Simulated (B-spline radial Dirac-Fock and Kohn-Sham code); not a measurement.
**Free-atom binding energies and absorption edges of Ar**

Level of theory: Dirac-Fock (average of configuration) total-energy differences with a finite nucleus, the Breit interaction including its frequency dependence, and self-energy and vacuum-polarisation corrections; a radial finite-basis atomic code. Electron correlation is not included.

Two models are given for [Ne] 3s2 3p6. In the first the electron is removed to infinity. In the second it is placed in the 4s shell, so that the atom stays neutral; this mimics a hole screened by valence charge, or the onset of absorption below the ionisation limit. The tabulated edges (Elam, Ravel and Sieber, Radiat. Phys. Chem. 63, 121 (2002)) refer to the element in its standard state, here a gas, where tables give ionisation thresholds or, for molecules, levels shifted by bonding.

```csv
level,ionised (eV),screened (eV),tabulated (eV)
1s,3205.8,3201.9,3205.9
2s,327.0,323.1,326.3
2p1/2,250.3,246.4,250.6
2p3/2,248.2,244.2,248.4
```

Q: Which of the two models lies closer to the table on average?

A: The ionised model lies closer: the mean absolute deviations are 0.3 eV (ionised) and 3.9 eV (screened). Screening lowers the levels by 3.9 eV on average.

Values without a named source are computed, but for edge energies of neutral atoms, which are taken from tables.
